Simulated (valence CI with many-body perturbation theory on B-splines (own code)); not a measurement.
**Ba⁴³⁺: electric-dipole lines**

Method: configuration interaction combined with many-body perturbation theory (CI+MBPT): three valence electrons over a frozen Dirac-Fock core [Ne], radial functions for each j: 11 s, 11 p, 10 d, 8 f, 5 g, 2 h, with the one-electron correlation potential Σ1 (screened to all orders), the two-electron term Σ2, the three-electron term Σ3, Breit, model QED; selected single and double excitations, second order for the rest, scaled by the run's own slope (own B-spline code, finite nucleus).

No measured spectrum was set against this ion. As an estimate, large intervals hold to a few tenths of a per cent, small ones and those within an open d or f shell to about a per cent.

Lines 151 to 200 of 576 in falling wavelength, among levels below 121.14 Ry, chosen from the strongest by gf and those to the six lowest levels. Wavelengths and rates use the calculated energies. Electric multipoles are in the length gauge, E1 and E2 with the static RPA response of the core. Weak lines are less certain than strong ones. Lines between different terms over intervals too small for the method are left out, as are lines whose strength nearly cancels. The highest levels of a list are the least certain.

Levels are named by their leading jj configuration (3d3/2^4 stands for four electrons in 3d with j = 3/2), which in mixed levels can hold well under half, so a name can repeat and another be missing. Letters in brackets count levels of one name in rising energy.

```csv
λ vac (Å),Upper,Lower,A (s⁻¹),log gf,Branch %
69.49,(3p3/2^2 3d5/2) J=5/2 [b],(3p3/2^3) J=3/2,2.61e+11,0.05,37.7
69.42,(3p1/2 3d3/2 3d5/2) J=1/2,(3p1/2 3p3/2 3d3/2) J=1/2 [a],9.64e+10,-0.86,57.2
69.41,(3p1/2 3d3/2 3d5/2) J=9/2,(3p1/2 3p3/2 3d3/2) J=7/2,6.45e+10,-0.33,55.0
69.35,(3s 3p3/2 3d5/2) J=1/2,(3s 3p3/2^2) J=1/2,1.57e+11,-0.65,47.6
69.33,(3d3/2^2 3d5/2) J=5/2 [b],(3p3/2 3d3/2^2) J=3/2 [b],7.38e+10,-0.50,11.8
69.30,(3s 3p1/2 3d3/2) J=3/2 [b],(3s 3p1/2 3p3/2) J=3/2 [a],6.86e+09,-1.70,1.7
69.25,(3p1/2 3p3/2 3d5/2) J=3/2 [b],(3p1/2 3p3/2^2) J=1/2,5.48e+10,-0.80,13.9
69.24,(3p3/2 3d5/2^2) J=3/2 [a],(3p3/2^2 3d5/2) J=5/2 [a],1.39e+11,-0.40,36.8
69.23,(3d3/2 3d5/2^2) J=3/2 [a],(3p3/2 3d3/2 3d5/2) J=5/2 [b],5.25e+10,-0.82,10.2
69.23,(3s 3p3/2 3d5/2) J=7/2 [a],(3s 3p3/2^2) J=5/2,3.81e+10,-0.66,19.5
69.20,(3p3/2 3d3/2 3d5/2) J=9/2 [b],(3p3/2^2 3d5/2) J=9/2,8.66e+10,-0.21,17.1
69.14,(3p3/2^2 3d5/2) J=3/2,(3p3/2^3) J=3/2,2.15e+11,-0.21,29.4
69.12,(3p3/2 3d5/2^2) J=3/2 [b],(3p3/2^2 3d5/2) J=3/2,2.78e+11,-0.10,45.3
69.12,(3p1/2 3d3/2 3d5/2) J=5/2 [a],(3p1/2 3p3/2 3d3/2) J=5/2 [a],4.15e+10,-0.75,28.4
69.08,(3s 3d3/2 3d5/2) J=9/2,(3s 3p3/2 3d5/2) J=9/2,1.86e+10,-0.88,5.5
68.95,(3p1/2 3d3/2 3d5/2) J=3/2 [a],(3p1/2 3p3/2 3d3/2) J=3/2 [a],5.68e+10,-0.79,25.5
68.83,(3s 3d5/2^2) J=5/2,(3s 3p3/2 3d5/2) J=7/2 [a],3.36e+10,-0.84,10.3
68.78,(3p3/2 3d5/2^2) J=3/2 [b],(3p3/2^2 3d5/2) J=5/2 [b],1.08e+11,-0.51,17.6
68.62,(3p3/2 3d3/2 3d5/2) J=3/2 [c],(3p3/2^2 3d3/2) J=1/2,1.82e+11,-0.29,25.1
68.62,(3p3/2 3d5/2^2) J=5/2 [b],(3p3/2^2 3d5/2) J=5/2 [a],1.12e+11,-0.32,23.2
68.60,(3d3/2^2 3d5/2) J=3/2,(3p3/2 3d3/2^2) J=3/2 [a],6.94e+10,-0.71,9.9
68.60,(3p3/2 3d3/2 3d5/2) J=5/2 [b],(3s 3d5/2^2) J=5/2,3.16e+10,-0.87,5.4
68.48,(3p3/2 3d3/2 3d5/2) J=9/2 [b],(3p3/2^2 3d3/2) J=7/2,8.28e+10,-0.23,16.4
68.43,(3p1/2 3d5/2^2) J=9/2,(3p1/2 3p3/2 3d5/2) J=9/2,1.65e+10,-0.94,13.1
68.43,(3s 3d5/2^2) J=5/2,(3s 3p3/2 3d3/2) J=3/2 [b],2.77e+10,-0.93,8.5
68.24,(3p1/2 3d5/2^2) J=5/2,(3p1/2 3p3/2 3d5/2) J=5/2 [a],7.73e+10,-0.49,43.6
68.18,(3s 3p3/2 3d5/2) J=5/2 [b],(3s 3p3/2^2) J=3/2,2.16e+11,-0.04,39.1
68.02,(3p1/2 3d5/2^2) J=1/2,(3p1/2 3p3/2 3d5/2) J=3/2 [b],1.45e+11,-0.70,53.9
67.88,(3s 3p1/2 3d5/2) J=5/2 [a],(3s 3p1/2 3p3/2) J=3/2 [a],9.14e+10,-0.42,96.9
67.86,(3d5/2^3) J=9/2,(3p3/2 3d5/2^2) J=9/2,7.85e+10,-0.27,28.2
67.81,(3d3/2 3d5/2^2) J=7/2 [a],(3p3/2 3d3/2 3d5/2) J=7/2 [a],4.95e+10,-0.56,10.7
67.65,(3p3/2 3d3/2 3d5/2) J=3/2 [b],(3p3/2^2 3d3/2) J=3/2 [a],1.39e+11,-0.42,21.7
67.63,(3p3/2 3d5/2^2) J=7/2 [a],(3p3/2^2 3d3/2) J=5/2,5.52e+10,-0.52,14.2
67.62,(3p1/2 3p3/2 3d5/2) J=5/2 [b],(3p1/2 3p3/2^2) J=5/2,3.52e+10,-0.84,9.0
67.53,(3p3/2 3d3/2 3d5/2) J=5/2 [c],(3p3/2^2 3d3/2) J=5/2,6.75e+10,-0.56,10.9
67.47,(3p3/2 3d5/2^2) J=5/2 [a],(3s 3d5/2^2) J=3/2,4.48e+10,-0.74,10.3
67.39,(3s 3d3/2 3d5/2) J=9/2,(3s 3p3/2 3d3/2) J=7/2,1.49e+11,0.01,44.2
67.35,(3s 3d3/2 3d5/2) J=5/2 [a],(3s 3p3/2 3d3/2) J=3/2 [a],9.69e+10,-0.40,19.9
67.23,(3d3/2 3d5/2^2) J=3/2 [b],(3p3/2 3d3/2 3d5/2) J=5/2 [d],1.25e+11,-0.47,29.9
67.21,(3p1/2 3d5/2^2) J=3/2,(3p1/2 3p3/2 3d5/2) J=3/2 [a],8.28e+10,-0.65,34.7
67.07,(3d3/2 3d5/2^2) J=1/2,(3p3/2 3d3/2 3d5/2) J=1/2 [a],7.53e+10,-0.99,14.0
67.03,(3s 3p3/2 3d5/2) J=3/2 [b],(3s 3p3/2^2) J=1/2,1.07e+11,-0.54,21.6
66.95,(3p3/2^2 3d5/2) J=7/2,(3s 3p3/2 3d5/2) J=5/2 [b],2.03e+11,0.04,34.6
66.82,(3s 3p1/2 3d5/2) J=5/2 [b],(3s 3p1/2 3p3/2) J=5/2,4.16e+10,-0.78,46.9
66.61,(3s 3d3/2 3d5/2) J=3/2 [a],(3s 3p3/2 3d3/2) J=1/2 [a],9.81e+10,-0.58,22.0
66.55,(3p3/2 3d3/2 3d5/2) J=1/2 [b],(3p3/2^2 3d3/2) J=3/2 [b],1.69e+11,-0.65,26.6
66.51,(3p3/2 3d3/2 3d5/2) J=5/2 [d],(3p3/2^2 3d3/2) J=7/2,3.44e+10,-0.86,5.9
66.46,(3s 3p1/2 3p3/2) J=3/2 [a],(3s^2 3p1/2) J=1/2,7.79e+08,-2.69,48.1
66.16,(3s 3d5/2^2) J=7/2,(3s 3p3/2 3d5/2) J=5/2 [a],6.28e+10,-0.48,28.8
66.14,(3d3/2 3d5/2^2) J=9/2,(3p3/2 3d3/2 3d5/2) J=9/2 [a],6.86e+10,-0.35,16.8
```
